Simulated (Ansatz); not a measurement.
Job for Ansatz (an electronic-structure program): R-wB97M-V/def2-TZVPPD on H2Se (SMILES [SeH2]) with ghost functions, monomers drawn apart or pushed together. Files ending in .json are basis or fitting sets from the Basis Set Exchange.

Ansatz 0.2 input:
```yaml
crystal:
  periodic: [false, false, false]
  atoms:
    - {symbol: Se, position_ang: [-0.29636051, 0.02596539, 3.63977911]}
    - {symbol: H, position_ang: [-0.59699796, -1.41317653, 3.64927850]}
    - {symbol: H, position_ang: [1.14837313, -0.23673935, 3.71373532]}
basis:
  gaussian:
    orbitals: def2-TZVPPD.json
    ghost_atoms:
      - {symbol: O, position_ang: [0.76179544, 0.75362911, -0.39754174]}
      - {symbol: C, position_ang: [-0.14043988, 0.02530428, -0.41792510]}
      - {symbol: O, position_ang: [-1.04047856, -0.70477047, -0.46225447]}
hamiltonian:
  xc: {name: wB97M-V}
scf: {lower_state_search: off}
```

The head of its log:

```
WARN ansatz: RAYON_NUM_THREADS=1 ignored (pool sized by the plan → 1); use --threads N
Functional definition: wB97M-V
these checks for a lower state are left out or cut short: stability, starts, cluster_reference, orbital_swaps, neighbouring_geometries, increment
integrals: 0.16 GiB planned
1075 factors; their error is unknown
integrals: 0.19 GiB planned
279 factors; integrals over basis functions are off by at most 3.9e-5 eV
mean field: 1.19 GiB planned
mean field evaluation 1: about -65377.8213 eV, gradient 8.3e0 eV
mean field evaluation 2: about -65378.0356 eV, gradient 3.3e0 eV
```

### Question
Predict the final total energy.

### Answer
-2402.6060 hartree.
